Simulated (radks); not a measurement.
Tc II, configuration [Kr] 4d5 5s1 (the NIST ground configuration). All-electron calculation, non-relativistic Kohn-Sham, PBE, spin-polarised, spherical densities, point nucleus; open shells are filled with parallel spins first (spin-orbit coupling, left out, can overturn this in heavy ions); relativity is left out, which matters for an element this heavy. Program: a radial shooting solver on a logarithmic mesh with Libxc functionals. Some entries of the table are withheld. Estimate them.

| orbital | occ. | eigenvalue (eV) | r(max) (bohr) |
|---|---|---|---|
| 1s up | 1 | -20326.22 | 0.02345 |
| 1s down | 1 | -20326.21 | 0.02345 |
| 2s up | 1 | -2855.478 | 0.1309 |
| 2s down | 1 | -2854.798 | 0.1309 |
| 2p up | 3 | -2636.853 | 0.1029 |
| 2p down | 3 | -2636.356 | 0.1029 |
| 3s up | 1 | -501.5204 | 0.3834 |
| 3s down | 1 | -501.1808 | 0.3835 |
| 3p up | 3 | -416.6698 | 0.3706 |
| 3p down | 3 | -416.2739 | 0.3707 |
| 3d up | 5 | -260.9696 | 0.3115 |
| 3d down | 5 | -260.3546 | 0.3117 |
| 4s up | 1 | (1) | 0.9765 |
| 4s down | 1 | (2) | 0.9715 |
| 4p up | 3 | -53.2288 | (3) |
| 4p down | 3 | -49.5806 | (4) |
| 4d up | 5 | -15.7450 | 1.262 |
| 4d down | 0 | -11.8836 | 1.250 |
| 5s up | 1 | -11.6758 | (5) |
| 5p up | 0 | -7.3086 | 3.200 |

Answer. 
(1) 4s up eigenvalue (eV): -77.9030
(2) 4s down eigenvalue (eV): -74.4641
(3) 4p up r(max) (bohr): 1.036
(4) 4p down r(max) (bohr): 1.029
(5) 5s up r(max) (bohr): 2.648
